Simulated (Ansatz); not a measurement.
C2H9N2, charge +1, singlet, at a GFN2-xTB geometry; MP2/STO-3G in Ansatz (a program for electronic structure).

Here is a job for Ansatz.
Ansatz 0.2 input:
```yaml
crystal:
  periodic: [false, false, false]
  atoms:
    - {symbol: N, position_ang: [1.80377605, 0.40669877, 0.41079244]}
    - {symbol: C, position_ang: [0.55525961, 0.53578980, -0.30341136]}
    - {symbol: C, position_ang: [-0.37188673, -0.57391230, 0.21204955]}
    - {symbol: N, position_ang: [-1.78540787, -0.35062301, -0.21229831]}
    - {symbol: H, position_ang: [2.34747377, -0.38485303, 0.08846894]}
    - {symbol: H, position_ang: [2.37583945, 1.23615333, 0.32453696]}
    - {symbol: H, position_ang: [0.12800891, 1.51067895, -0.04940094]}
    - {symbol: H, position_ang: [0.64176341, 0.47195667, -1.40161486]}
    - {symbol: H, position_ang: [-0.03979645, -1.54436968, -0.15816924]}
    - {symbol: H, position_ang: [-0.31610495, -0.58094099, 1.30137567]}
    - {symbol: H, position_ang: [-2.39829861, -1.09756326, 0.13845438]}
    - {symbol: H, position_ang: [-2.11999881, 0.55092376, 0.15401811]}
    - {symbol: H, position_ang: [-1.84770119, -0.32578111, -1.23895708]}
basis:
  gaussian:
    orbitals: STO-3G
total_charge: 1
magnetization: {spin_polarized: false}
correlation: {method: mp2, electrons: outside_noble_gas}
accuracy: high
```

### Question
Write the output that Ansatz gives for this input, abridged.

### Answer

```
Functional definition: HF
598 factors; integrals over basis functions are off by at most 2.5e-8 eV
mean field evaluation 1: about -5096.3686 eV, gradient 2.1e1 eV
mean field evaluation 2: about -5096.6365 eV, gradient 2.1e1 eV
mean field evaluation 4: about -5098.0996 eV, gradient 1.3e0 eV
mean field evaluation 8: about -5098.1076 eV, gradient 2.2e-2 eV
mean field -5098.10756655 eV, -187.3519974494 hartree, gradient 1.5e-8 eV, S^2 0.000000; 0 other end points of the search recorded, 0 dependent functions left out
4 core orbitals not correlated
reference -5098.10756655 eV, -187.3519974494 hartree; 13, 13 occupied and 12, 12 virtual orbitals, 598 factors
second order -5.55818575 eV of doubles, -0.00000000 eV of singles
Total energy: -5103.66575231 eV, -187.5562570083 hartree
```
